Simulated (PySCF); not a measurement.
A structure optimised at PBE0-D3(BJ)/def2-TZVPD, used in a PySCF frequency run:

```
Be
F 1 1.3705
H 1 1.3288 2 180.00
```

### Question
Write its SMILES, formula and point group.

### Answer
[BeH][F], BeFH, C∞v

### Question
What are its rotational constants (standard atomic weights)?

### Answer
30.735 GHz (linear rotor, B only)
